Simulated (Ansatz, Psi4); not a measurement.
Interaction energy of H3ClSi ··· HF (SMILES [SiH3]Cl and F). Monomers: optimised at B3LYP-D3(BJ) (def2-TZVP), held rigid. Orientation: a higher rigid-body minimum at GFN2-xTB. The monomers approach along the line of their centres of mass (distance R); nothing else relaxes.

Geometry at R = 3.74 Å (first 5 atoms: monomer A):
```
7

Si    -0.1324    -0.0037    -0.0049
Cl     1.9317     0.0536     0.0710
H     -0.5358    -0.9923    -1.0236
H     -0.6247     1.3397    -0.3669
H     -0.6388    -0.3973     1.3243
F      4.0456     2.1208     0.5973
H      3.4253     1.4556     0.4317
```

- PBE/def2-TZVP, counterpoise-corrected (Psi4)
- PBE-D3(BJ)/def2-TZVP, counterpoise-corrected (Psi4)
- wB97M-V/def2-TZVP, counterpoise-corrected (Psi4)
- CCSD(T)/aug-cc-pVDZ = Ansatz (an electronic-structure program) with CCSD(T) on RHF/aug-cc-pVDZ, frozen core, counterpoise-corrected

Interaction energies in kJ/mol; the last columns give the difference from CCSD(T):

```tsv
R / Å	PBE/def2-TZVP	PBE-D3(BJ)/def2-TZVP	wB97M-V/def2-TZVP	CCSD(T)/aug-cc-pVDZ	PBE/def2-TZVP − CCSD(T)/aug-cc-pVDZ	PBE-D3(BJ)/def2-TZVP − CCSD(T)/aug-cc-pVDZ	wB97M-V/def2-TZVP − CCSD(T)/aug-cc-pVDZ
3.33	32.36	29.69	39.05	47.18	-14.82	-17.49	-8.13
3.54	5.29	2.87	8.66	14.14	-8.85	-11.27	-5.48
3.74	-4.54	-6.73	-2.96	0.67	-5.21	-7.41	-3.64
3.92	-7.41	-9.40	-6.70	-4.42	-2.99	-4.97	-2.28
4.18	-7.63	-9.32	-7.51	-6.57	-1.06	-2.75	-0.94
4.42	-6.54	-7.96	-6.66	-6.33	-0.22	-1.63	-0.33
4.78	-4.72	-5.77	-4.97	-4.96	0.24	-0.81	-0.01
5.26	-2.95	-3.60	-3.24	-3.34	0.39	-0.26	0.09
5.97	-1.58	-1.87	-1.84	-1.95	0.37	0.08	0.10
6.97	-0.85	-0.95	-1.00	-1.07	0.22	0.12	0.07
8.20	-0.50	-0.53	-0.57	-0.61	0.11	0.08	0.04
```

PBE/def2-TZVP is furthest from CCSD(T)/aug-cc-pVDZ at 3.33 (-14.82 kJ/mol, below); its mean absolute difference over the points is 3.13 kJ/mol.

PBE-D3(BJ)/def2-TZVP is furthest from CCSD(T)/aug-cc-pVDZ at 3.33 (-17.49 kJ/mol, below); its mean absolute difference over the points is 4.26 kJ/mol.

wB97M-V/def2-TZVP is furthest from CCSD(T)/aug-cc-pVDZ at 3.33 (-8.13 kJ/mol, below); its mean absolute difference over the points is 1.92 kJ/mol.
